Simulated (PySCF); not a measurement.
## Excitation energy of P⁺ by level of theory

P⁺ [Ne] 3s2 3p2 (3P) → P⁺ [Ne] 3s1 3p2 3d1 (high-spin determinant), as a difference of total energies. Computed with PySCF 2.14 in x2c-QZVPPall with one added diffuse shell each of s, p, d, f type (10s7p5d3f1g, 86 functions), with the spin-free X2C one-electron Hamiltonian (Gaussian nucleus). Correlated levels: valence: [Ne] frozen; valence and next inner shell: 1s2 frozen. The calculations carry no spin-orbit coupling.

| method | excitation energy (eV) |
| --- | --- |
| UHF | 16.313 |
| LDA | 17.059 |
| B2PLYP | 17.737 |
| LC-wPBE | 17.313 |
| MP2 (valence) | 17.444 |
| MP2 (valence and next inner shell) | 17.627 |
| SCS-MP2 (valence and next inner shell) | 18.151 |

Task: Estimate what PBE gives.

Result: 16.889 eV, closest to LDA among the rows shown.

Task: Estimate what SCS-MP2 (valence) gives.

Result: 18.011 eV, closest to SCS-MP2 (valence and next inner shell) among the rows shown.

A first-order spin-orbit estimate (lowest level to lowest level, LS coupling) adds 0.008 eV.

The promoted electron is Rydberg-like, and one or two diffuse shells describe it only roughly, which tends to raise the upper state.

The determinant of the upper state mixes LS terms, which raises its energy above the lowest term, most at the Hartree-Fock and MP2 levels.
